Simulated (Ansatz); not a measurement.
The first iterations of a band of C3H7NOSi (13 atoms, charge 0, multiplicity 1).

The calculation used RKS revPBE-D4/def2-SVP in Ansatz.

```
movable images  : 7
climbing image  : yes
spring          : 5.0 eV/Å²
optimiser       : quadratic models (default)
start path      : IDPP
force threshold : 0.03 eV/Å
iteration limit : 60
end points      : relaxed
```

Initial state:

```xyz
13
Properties=species:S:1:pos:R:3
C 0.095 -2.012 -0.155
C 0.408 -0.715 -0.330
O 1.704 -0.207 -0.477
Si 1.210 1.415 -0.066
C -0.490 0.544 -0.291
N -1.596 0.658 0.634
H 0.871 -2.790 -0.122
H -0.961 -2.302 -0.052
H 1.594 1.796 1.337
H 1.718 2.441 -1.038
H -0.846 0.767 -1.323
H -2.374 0.054 0.337
H -1.312 0.316 1.561
```

Final state:

```xyz
13
Properties=species:S:1:pos:R:3
C 0.242 -2.076 -0.137
C 0.462 -0.764 -0.329
O 1.715 -0.157 -0.472
Si 1.104 1.428 -0.088
C -0.539 0.404 -0.323
N -1.671 0.239 0.561
H 1.075 -2.791 -0.091
H -0.793 -2.428 -0.035
H 1.429 1.846 1.322
H 1.595 2.473 -1.054
H -0.907 0.572 -1.360
H -2.326 1.024 0.479
H -1.365 0.195 1.541
```

| iteration | highest image above the first end (eV) | largest band force component (eV/Å) |
| --- | --- | --- |
| 1 | 0.216 | 0.728 |
| 2 | 0.171 | 0.283 |

Does the band converge within its limit, and where does its top end?

It converged. It ended after 7 iterations with the highest image 0.160 eV above the first end. A vibrational analysis at the climbing image gives one clearly imaginary mode, 575i cm⁻¹: a first-order saddle point.

Run time: 2.1 min on 2 threads of Arm Neoverse V2, on a shared host, peak memory 0.17 GiB.
